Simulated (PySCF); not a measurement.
# Ga(OH)₃, singlet: molecular constants

Level of theory: PBE0/[Ga def2-TZVP, O def2-TZVP, H def2-TZVP], no relativity, density fitting, PySCF.

The structure is a minimum.

```xyz
7
charge 0 multiplicity 1, angstrom
Ga    0.0000    0.0000    0.0000
O     1.7707    0.1171    0.0000
O    -0.9867    1.4749    0.0000
O    -0.7839   -1.5920    0.0000
H     2.2066   -0.7383    0.0000
H    -0.4639    2.2801    0.0000
H    -1.7426   -1.5418    0.0000
```

* Point group: C3h
* Bond lengths: Ga–O 1.775 Å (×3), O–H 0.960 Å (×3)
* Bond angles: Ga–O–H 113.2° (×3), O–Ga–O 120.0° (×3)
* Entropy at 298.15 K and 1 bar: 316.3 J/(mol K)
* Dipole moment: 0.00 D
* Zero-point energy: 107.4 kJ/mol
* Enthalpy at 298.15 K above 0 K: 18.88 kJ/mol
* Atomisation energy without zero-point energy: 2421 kJ/mol
* Highest occupied level: -8.95 eV
* Principal quadrupole moments (Buckingham, traceless) about the centre of mass: -0.48, -0.48, 0.96 D Å
* Lowest empty level: -0.89 eV
* Rotational constants: 0.2013, 0.2013, 0.1007 cm⁻¹
* Heat capacity Cp at 298.15 K: 93.9 J/(mol K)
* Rotational symmetry number: 3
* Principal polarisabilities: 26.8, 38.4, 38.4 bohr³

Harmonic modes (masses in u: Ga 68.926, O 15.995, H 1.008):
```
symmetry  ω (cm⁻¹)  IR (km/mol, summed over degenerate members)
      e'       172                                         46.9
     a''       201                                         21.0
     a''       314                                          324
     e''       349                                          0.0
      a'       665                                          0.0
      e'       734                                          251
      a'       836                                          0.0
      e'       867                                          259
      e'      3899                                          196
      a'      3901                                          0.0
```

In C3h the vibrations span 4e' + 2a'' + e'' + 3a'. The a', e'' modes carry no infrared intensity, as symmetry demands.

Charges (e):
| atom | Mulliken | Löwdin | polar tensor | Mayer order to Ga1 |
| --- | --- | --- | --- | --- |
| Ga1 | 0.69 | 0.07 | 1.61 | – |
| O2,3,4 | -0.55 | -0.20 | -0.79 | 1.14 |
| H5,6,7 | 0.32 | 0.17 | 0.25 | 0.02 |
Other Mayer orders above 0.3: O–H 0.89 (×3).

Mulliken populations on Ga1: s 6.79, p 13.06, d 10.34, f 0.11.

Outer orbital energies (eV). occupied: -13.46, -13.46, -10.60, -9.81, -9.66, -9.66, -8.95, -8.95; empty: -0.89, 0.39, 1.47, 1.47.

Other isomers or separated fragments may lie lower.

The final relaxation and frequency run took 75 s on 4 threads of a shared Arm Neoverse V1 host, with 159 basis functions and 14 gradients; the process peaked at 2.4 GiB. Launch command: `OMP_NUM_THREADS=4 python axn.py task.json out`.
